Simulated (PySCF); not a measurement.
The same groups moved round the core (silole mercapto). Isolated molecules, 0 K electronic values unless said otherwise. One relaxed conformer stands for each flexible species; it need not be the lowest. Strings in code marks are SMILES.

All values below come from ωB97X-D3(BJ)/def2-TZVP // PBE0-D3(BJ)/def2-TZVP in PySCF 2.14.0. All candidates: neutral, multiplicity 1. Delta-SCF ions had no search for a lower state. 

```
Property                                 Result
--------------------------------------  -------
vertical electron affinity (Delta-SCF)  0.00 eV
vertical ionisation energy (Delta-SCF)  8.95 eV
LUMO                                    0.27 eV
```

Identify which member has these values.
A. `SC1=C[SiH2]C=C1` (H–S–C–C torsion 180°)
B. `S[SiH]1C=CC=C1` (H–S–Si–C torsion 54°)
C. `SC1=CC=C[SiH2]1` (H–S–C–Si torsion 0°)

B, `S[SiH]1C=CC=C1` (H–S–Si–C torsion 54°). The others give `SC1=CC=C[SiH2]1` (H–S–C–Si torsion 0°): -0.16 eV, 8.04 eV, 0.46 eV; `SC1=C[SiH2]C=C1` (H–S–C–C torsion 180°): -0.17 eV, 8.44 eV, 0.46 eV
